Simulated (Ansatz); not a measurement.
Reaction (atomization): `C[C](=N)[AlH2]` → Al• + 2 C• + 6 H• + N•

Gas-phase electronic energies from Ansatz, PBE0-D4/def2-TZVP geometries. CBS: MP2 limit from def2 TZ/QZ plus the TZ coupled-cluster correction, frozen cores. This one scheme is used for every species, atoms too. DFT in def2-TZVPP. B3LYP here is the variant with VWN-RPA as its local correlation; programs differ in this. Open shells (•) are unrestricted, without spin–orbit coupling. Spin–orbit coupling would lower the free atoms: a little for Al, C. One conformer a species, not always the lowest.

```
             level  ΔE (kJ/mol)
          B3LYP-D4       3515.3
            B2PLYP       3470.3
           LC-ωPBE       3489.0
      MP2/def2-SVP       3338.2
     CCSD/def2-SVP       3281.0
CCSD(T)/def2-TZVPP       3406.7
     HF/def2-QZVPP       2513.2
    MP2/def2-QZVPP       3496.7
```

**Question.** What does CCSD(T)/CBS give? (Estimate.)

**Answer.** Computed: +3500.2 kJ/mol. The listed levels differ from it by 15.1, -29.9, -11.2, -162.0, -219.2, -93.5, -987.0, -3.5 kJ/mol.

Largest T1 diagnostic among the species: 0.018.

From BLYP to BHLYP (50 % exact exchange), in def2-TZVPP and without D4, ΔE moves by −89.9 kJ/mol: exact exchange takes away binding that semilocal exchange gives to molecules. At CCSD(T), def2-SVP lies −179.8 kJ/mol from the extrapolated value and def2-TZVPP −93.5 kJ/mol: correlation converges slowly with the basis, and small sets miss more of it in the bonded molecule than in its fragments. Leaving LDA and LC-ωPBE aside and taking each functional with its dispersion term where it has one, the values, not all of them listed here, spread over 162.9 kJ/mol, from BHLYP-D4 to PBE-D4. LDA lies +427.6 kJ/mol from PBE without D4, its usual overbinding.

For atomizations the MP2-based limit and the directly extrapolated one differ by several kJ/mol either way, and by 10 to 25 for some Ge, Se and Sn compounds, so smaller differences from it don't rank the levels.
